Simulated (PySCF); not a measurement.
GeF₂Cl₂, SMILES [F][Ge]([F])([Cl])[Cl]. Geometry optimised at B3LYP-D3(BJ)/def2-SVP.

Give the equilibrium geometry at B3LYP-D3(BJ)/def2-SVP (PySCF confirms it by a frequency run) as bond lengths and angles, and its point group. (Estimate from the structure and the level; the computed values follow.)

point group C2v.
Atoms: F1 Ge2 F3 Cl4 Cl5. Bonded distances (Å): F1–Ge2 1.719, Ge2–F3 1.719, Ge2–Cl4 2.123, Ge2–Cl5 2.123. Bond angles (°): F1–Ge2–F3 105.9, F1–Ge2–Cl4 109.4, F1–Ge2–Cl5 109.4, F3–Ge2–Cl4 109.4, F3–Ge2–Cl5 109.4, Cl4–Ge2–Cl5 112.9.
Charge 0, spin multiplicity 1.
